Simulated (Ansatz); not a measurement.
(CdS)6 ring (Cd₆S₆). Total charge 0; singlet. Geometry PBE-D4/def2-SVP; atoms count from 1.

Cartesian coordinates in Å:
```
Cd 0.0863 -0.8025 3.2276
S 0.8296 1.1382 4.3448
Cd 1.4870 2.2222 2.3538
S 2.1341 3.3688 0.3933
Cd 2.4911 1.3928 -0.8440
S 2.8614 -0.5921 -2.0637
Cd 0.7882 -0.5165 -3.1904
S -1.2600 -0.4836 -4.3611
Cd -2.5700 -0.5844 -2.4004
S -3.9272 -0.6524 -0.4689
Cd -2.2848 -1.7114 0.8516
S -0.6358 -2.7791 2.1574
```

In the def2 sets Cd takes a core potential; there is no spin–orbit coupling. Single mean-field runs in def2-TZVP are fitted with def2-universal-jkfit.

Question: Estimate the Mulliken populations from the PBE0/def2-TZVP orbitals of Ansatz.

Answer: 
```tsv
atom	charge (e)	d electrons
Cd1	0.58	9.98
S2	-0.57	–
Cd3	0.58	9.98
S4	-0.57	–
Cd5	0.57	9.98
S6	-0.58	–
Cd7	0.58	9.98
S8	-0.57	–
Cd9	0.58	9.98
S10	-0.57	–
Cd11	0.57	9.98
S12	-0.58	–
```
Mulliken values depend strongly on the basis.

Question: And the Mayer bond orders between heavy atoms (over 0.3)?

Answer: Cd1–S2 0.97 (2.36 Å); Cd1–S12 0.96 (2.36 Å); S2–Cd3 0.96 (2.36 Å); Cd3–S4 0.95 (2.36 Å); S4–Cd5 0.97 (2.36 Å); Cd5–S6 0.96 (2.36 Å); S6–Cd7 0.96 (2.36 Å); Cd7–S8 0.97 (2.36 Å); S8–Cd9 0.96 (2.36 Å); Cd9–S10 0.95 (2.36 Å); S10–Cd11 0.97 (2.36 Å); Cd11–S12 0.96 (2.36 Å).
